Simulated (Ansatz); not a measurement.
Abridged output of a molecular run in Ansatz:

```
Functional definition: HF
1220 factors; integrals over basis functions are off by at most 1.3e-3 eV
mean field evaluation 1: about -39043.6695 eV, gradient 5.2e1 eV
mean field evaluation 2: about -39043.6889 eV, gradient 5.2e1 eV
mean field evaluation 4: about -39050.2724 eV, gradient 6.4e0 eV
mean field evaluation 8: about -39050.3860 eV, gradient 2.2e-1 eV
mean field evaluation 16: about -39050.3261 eV, gradient 3.9e0 eV
mean field evaluation 32: about -39042.4609 eV, gradient 5.6e-1 eV
mean field evaluation 64: about -39040.7776 eV, gradient 1.1e-1 eV
mean field evaluation 96: about -39042.9456 eV, gradient 2.4e-2 eV
mean field -39050.38685830 eV, -1435.0752477396 hartree, gradient 3.3e-6 eV, S^2 0.000000; 1 other end points of the search recorded, 0 dependent functions left out
17 core orbitals not correlated: weight in the atoms' cores, before any rotation towards them, 1.000 or more for the frozen orbitals, at most 0.000 for the correlated occupied ones
reference -39050.38685830 eV, -1435.0752477396 hartree; 23, 23 occupied and 89, 89 virtual orbitals, 1220 factors
second order -30.44276651 eV of doubles, -0.00000000 eV of singles
cycle   1  -27.86077667 eV  change     2.6e0 eV  update   3.0e-1
cycle   2  -29.41520748 eV  change    -1.6e0 eV  update   2.0e-1
cycle   3  -29.77550581 eV  change   -3.6e-1 eV  update   4.0e-2
cycle   4  -29.79059964 eV  change   -1.5e-2 eV  update   1.8e-2
cycle   5  -29.78087946 eV  change    9.7e-3 eV  update   5.1e-3
cycle   6  -29.78204567 eV  change   -1.2e-3 eV  update   2.5e-3
cycle   7  -29.78081746 eV  change    1.2e-3 eV  update   1.0e-3
cycle   8  -29.78018395 eV  change    6.3e-4 eV  update   4.2e-4
cycle   9  -29.78043358 eV  change   -2.5e-4 eV  update   1.9e-4
cycle  10  -29.78066824 eV  change   -2.3e-4 eV  update   8.5e-5
cycle  11  -29.78058690 eV  change    8.1e-5 eV  update   4.7e-5
cycle  12  -29.78050345 eV  change    8.3e-5 eV  update   2.2e-5
cycle  13  -29.78055687 eV  change   -5.3e-5 eV  update   9.4e-6
perturbative correction -1.54148670 eV, -0.0566485913 hartree
Total energy: -39081.70890186 eV, -1436.2263116098 hartree
```

Its atoms:

Z-matrix (Å, degrees):
```
C
W 1 3.090
O 1 1.404 2 19.6
H 1 1.093 2 99.5 3 -122.9
H 1 1.093 2 98.9 3 125.1
H 1 1.091 2 127.9 3 1.4
S 2 2.122 1 100.5 3 122.9
S 2 2.122 1 99.7 3 -126.4
Cl 2 2.258 1 126.2 3 -2.2
```

Q: Which basis set was used?
A. def2-SVPD
B. cc-pV(Q+d)Z
C. def2-TZVPP
D. def2-SVP

A: D. It gives 129 functions.

Q: Write the keys of the input that set method, charge and spin (a neutral closed shell needs none for the last two).

A: 
```yaml
correlation: {method: ccsd_t}
```
